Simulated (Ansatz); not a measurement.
A nudged elastic band was laid between two geometries of CH$_{5}$AlFNSSi (11 atoms, charge 0, multiplicity 1).

Computed with RKS PBE/def2-SVP (Ansatz 0.2.0).

```yaml
movable_images: 5
climbing_image: yes
spring: 5.0 eV/Å²
optimiser: quadratic models (default)
start_path: IDPP
force_threshold: 0.03 eV/Å
iteration_limit: 60
end_points: relaxed
```

Image 0:

```xyz
11
Properties=species:S:1:pos:R:3
F -0.075 -1.703 -0.972
C 0.189 -0.692 -0.030
S 1.631 -1.237 1.010
N -0.936 -0.474 0.828
Al -1.537 1.221 0.532
Si 0.376 1.061 -0.936
H 2.445 -1.564 -0.034
H -1.187 -1.279 1.416
H -2.753 1.937 1.277
H 1.681 1.749 -0.641
H 0.231 0.924 -2.429
```

Image 6:

```xyz
11
Properties=species:S:1:pos:R:3
F -0.463 -1.752 -1.012
C 0.138 -0.795 -0.163
S 1.678 -1.686 0.401
N -0.738 -0.425 0.900
Al -1.411 1.222 0.486
Si 0.339 0.905 -1.150
H 2.116 -0.662 1.185
H -0.893 -1.164 1.599
H -2.551 2.005 1.280
H 1.674 1.547 -0.870
H 0.177 0.748 -2.636
```

(1) What changes between the two ends?

(2) What energy profile does the band end with?

(3) What is the geometry of the highest image?

(4) What are the harmonic wavenumbers there?

The band took 6 iterations and roughly 3 core-minutes.

## Answers

(1) No bond is made or broken. The dihedral Si6–C2–S3–H7 goes from -74 to 61°.

(2) The run converged. The highest image is number 3 of 0 to 6, 0.136 eV above the first end and 0.090 eV above the last; the last end lies 0.046 eV above the first. A vibrational analysis at the climbing image gives one clearly imaginary mode, 248i cm⁻¹: a first-order saddle point.

```
image  path coordinate (Å)  energy (eV)  dihedral Si6–C2–S3–H7 (°)
    0                 0.00        0.000                        -74
    1                 0.41        0.026                        -55
    2                 0.83        0.096                        -30
    3                 1.24        0.136                         -4
    4                 1.65        0.106                         21
    5                 2.06        0.061                         44
    6                 2.48        0.046                         61
```

(3) 
```xyz
11
Properties=species:S:1:pos:R:3:forces:R:3
F -0.494 -1.758 -0.910 -0.01 0.01 -0.01
C 0.086 -0.808 -0.041 0.01 -0.01 0.00
S 1.574 -1.638 0.718 0.00 0.00 0.01
N -0.878 -0.400 0.942 0.00 0.00 0.01
Al -1.436 1.275 0.507 -0.01 0.00 0.01
Si 0.377 0.875 -1.039 0.01 -0.02 -0.01
H 2.500 -0.775 0.223 0.00 0.00 0.00
H -1.115 -1.112 1.645 0.00 0.00 0.00
H -2.555 2.147 1.236 0.00 0.00 0.00
H 1.737 1.454 -0.734 0.00 0.01 0.00
H 0.270 0.682 -2.526 0.00 0.00 0.00
```

(4) 248i, 63, 181, 256, 293, 328, 384, 386, 410, 447, 524, 545, 602, 656, 668, 775, 781, 856, 898, 952, 1084, 1258, 1893, 2135, 2172, 2634, 3451 cm⁻¹.

The run took 100 s on 2 threads of Arm Neoverse V1, with other jobs on the host, peak memory 0.17 GiB.
